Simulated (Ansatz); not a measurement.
Frontier orbitals of `C[CH](C)[In]([F])[F]`.

Z-matrix (Å, degrees):
```
C
C 1 1.521
H 1 1.093 2 111.9
H 1 1.092 2 112.6 3 -121.6
H 1 1.096 2 109.6 3 118.5
C 2 1.521 1 112.9 3 -59.8
In 2 2.158 1 111.1 3 65.9
H 2 1.095 1 109.2 3 178.4
H 6 1.096 2 109.6 1 -58.7
H 6 1.092 2 112.6 1 -178.5
H 6 1.093 2 111.9 1 59.9
F 7 1.949 2 126.9 1 -152.0
F 7 1.950 2 126.7 1 28.1
```

Charge 0, multiplicity 1. Correlated methods include outer-core shells of In, which these sets cover unevenly. In takes the def2 core potential. The geometry is a stationary point of PBE0-D4/def2-TZVP. It is one conformer, not always the lowest. Basis def2-TZVPP, the Gaussian-basis code of Ansatz.

| functional | HOMO (eV) | LUMO (eV) | gap (eV) |
| --- | --- | --- | --- |
| PBE | -6.99 | -2.54 | 4.45 |
| revPBE | -6.91 | -2.40 | 4.51 |
| BLYP | -6.91 | -2.52 | 4.39 |
| PBE0 | -8.21 | -1.65 | 6.56 |
| LC-ωPBE | -10.76 | 0.57 | 11.33 |
| ωB97M-V | -10.35 | 0.15 | 10.50 |

From PBE to PBE0 the HOMO moves by −1.22 eV and the LUMO by +0.89 eV, and with ωB97M-V by −3.36 and +2.69 eV, so the gap grows from 4.45 to 10.50 eV with exact exchange. A positive LUMO is unbound and depends on the basis.

LC-ωPBE has ω = 0.4 bohr⁻¹.
